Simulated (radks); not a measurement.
Values are calculated unless marked as measured or tabulated.
All-electron atom: Rh28+ in [Ne] 3s2 3p5. Code: a radial shooting solver on a logarithmic mesh with Libxc functionals. Model: scalar-relativistic Kohn-Sham, SCAN, spin-polarised, spherical densities, finite nucleus; open shells are filled with parallel spins first (spin-orbit coupling, left out, can overturn this in heavy ions); meta-GGA in the generalised Kohn-Sham scheme; Fermi nuclear charge, rms radius 4.4945 fm.

Local quantities along the radius. ELF = 1/(1 + alpha^2) is the electron localisation function; alpha = (tau - tau_W)/tau_unif compares the Pauli kinetic energy density with that of the uniform gas (summed over spins); -r V(r) is the screened charge that the Kohn-Sham potential of spin up presents (atomic units); s = |grad rho|/(2 (3 pi^2)^(1/3) rho^(4/3)) is the reduced gradient. tau is taken from the large components.

r (bohr)    ELF    alpha  -r V(r)       s
0.001384  1.000  0.02233    44.82  0.6405
0.001731  0.999  0.02253    44.76  0.5913
0.002148  0.999  0.02312    44.69  0.5550
0.002688  0.999  0.02420    44.61  0.5273
0.003336  0.999  0.02584    44.50  0.5089
0.004173  0.999  0.02840    44.36  0.4976
0.005179  0.999  0.03204    44.20  0.4937
0.006479  0.999  0.03767    43.99  0.4971
0.008042  0.998  0.04592    43.74  0.5077
0.01006   0.996  0.05944    43.43  0.5272
0.01249   0.993  0.08104    43.06  0.5553
0.01562   0.986   0.1204    42.60  0.5952
0.01939   0.965   0.1914    42.09  0.6438
0.02406   0.902   0.3293    41.52  0.6970
0.0301    0.729   0.6094    40.83  0.7352
0.03736   0.471    1.061    39.78  0.7045
0.04674   0.320    1.457    38.91  0.5524
0.05801   0.369    1.309    37.80  0.3680
0.07258   0.585   0.8429    37.14  0.2979
0.09007   0.771   0.5447    35.75  0.3643
0.1127    0.831   0.4503    34.59  0.5213
0.1399    0.726   0.6137    33.53  0.7358
0.175     0.290    1.565    31.99  0.8747
0.2172    0.147    2.412    31.18  0.5017
0.2717    0.518   0.9653    31.40  0.2670
0.3372    0.853   0.4146    29.92  0.5012
0.4185    0.884   0.3627    29.42  0.9438
0.5236    0.763   0.5570    29.23   1.840
0.6498    0.359    1.337    30.20   3.957
0.8129    0.031    5.574    27.96   10.75
1.009     0.001    39.84    28.05   36.75

On this mesh the ELF has minima near r = 0.047, 0.22 bohr, which separate the shells, and maxima near 0.11 (0.83), 0.38 (0.89).
